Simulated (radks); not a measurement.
The nuclear charge of neutral samarium is varied continuously with 62 electrons held in [Xe] 4f6 6s2. Calculated with a radial shooting solver on a logarithmic mesh with Libxc functionals: scalar-relativistic Kohn-Sham, PBE, spin-polarised, spherical densities, finite nucleus; open shells are filled with parallel spins first (spin-orbit coupling, left out, can overturn this in heavy ions); Fermi nuclear charge, rms radius 5.0819 fm. By the Hellmann-Feynman theorem dE/dZ = E(electron-nucleus)/Z, the electronic potential at the nucleus (averaged over a nucleus of fixed radius). The scalar-relativistic energy here is not variational (the density holds large components alone), so the two differ by a part that grows with Z.

\begin{tabular}{lrrrrr}
Z & E (hartree) & E(electron-nucleus)/Z (hartree) & HOMO & e(HOMO) (eV) & <r> HOMO (bohr) \\ \hline
61.8 & -10344.6243 & -407.488 & 4f & -1.273 & 1.032 \\
62 & -10426.7492 & -409.410 & 6s & -3.433 & 4.419 \\
62.2 & -10509.2633 & -411.329 & 6s & -4.584 & 4.216 \\
62.4 & -10592.1662 & -413.246 & 6s & -5.813 & 4.042 \\
62.6 & -10675.4575 & -415.161 & 6s & -7.114 & 3.890 \\
62.8 & -10759.1373 & -417.076 & 6s & -8.483 & 3.755 \\
63 & -10843.2053 & -418.991 & 6s & -9.915 & 3.635 \\
\end{tabular}

The central difference of E at Z = 62 is -411.597 hartree, to compare with the third column; the second derivative is -9.73 hartree.
